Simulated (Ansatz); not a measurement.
Geometry optimisation, RKS BLYP/STO-3G (Ansatz 0.2.0).

The input (input.yaml):

```yaml
crystal:
  periodic: [false, false, false]
  atoms:
    - { symbol: O, position_ang: [0.6108, -1.85, 1.1248] }
    - { symbol: C, position_ang: [0.797, -0.7617, 0.2278] }
    - { symbol: S, position_ang: [2.1648, -0.7135, -0.6281] }
    - { symbol: Al, position_ang: [-0.4509, 0.6873, -0.0289] }
    - { symbol: O, position_ang: [-0.1809, 2.0358, -1.2184] }
    - { symbol: F, position_ang: [-2.0753, 0.6585, 0.889] }
    - { symbol: H, position_ang: [-0.2705, -1.8506, 1.6502] }
    - { symbol: H, position_ang: [-0.5028, 1.7371, -2.0721] }
basis:
  gaussian: { orbitals: STO-3G }
hamiltonian:
  xc: blyp
relax:
  f_tol: 0.02
  max_steps: 40
scf:
  lower_state_search: "off"
```

Run as:

```bash
$ ansatz run input.yaml --threads 1 --pin off --max-ram 2048MiB --backend cpu --events-out ev --progress --plain --runs-dir out
```

Where does it end, and by what steps?

The forces met the threshold. Limits of this set-up: minimal basis. After 20 steps the energy has fallen by 1.932 eV; H7 moved furthest, 0.98 Å.

| step | energy less start (eV) | largest force component (eV/Å) | accepted |
| --- | --- | --- | --- |
| 0 | 0.0000 | 5.502 | yes |
| 1 | -0.9321 | 2.163 | yes |
| 2 | -1.0900 | 2.376 | yes |
| 3 | -1.2352 | 2.209 | yes |
| 4 | -1.3640 | 1.665 | yes |
| 5 | -1.4517 | 1.382 | yes |
| 6 | -1.4963 | 0.513 | yes |
| 7 | -1.5065 | 0.294 | yes |
| 8 | -1.5101 | 0.079 | yes |
| 9 | -1.5143 | 0.131 | yes |
| 10 | -1.5229 | 0.187 | yes |
| 11 | -1.5478 | 0.281 | yes |
| 12 | -1.6292 | 0.401 | yes |
| 13 | -1.7657 | 0.635 | yes |
| 14 | -1.8382 | 0.579 | yes |
| 15 | -1.8579 | 1.024 | yes |
| 16 | -1.8489 | 1.148 | no |
| 17 | -1.9312 | 0.159 | yes |
| 18 | -1.9319 | 0.039 | yes |
| 19 | -1.9320 | 0.024 | yes |
| 20 | -1.9321 | 0.005 | yes |

```xyz
8
Properties=species:S:1:pos:R:3
O 0.357 -1.571 1.187
C 0.937 -0.869 0.085
S 2.366 -1.318 -0.599
Al -0.383 0.550 -0.222
O -0.951 1.934 -1.078
F -1.439 0.081 1.029
H -0.570 -0.974 1.344
H -0.226 2.110 -1.802
```

Whether the end is a true minimum wasn't checked by a vibrational analysis.

The run took 45 s on 1 CPU thread of a shared host.
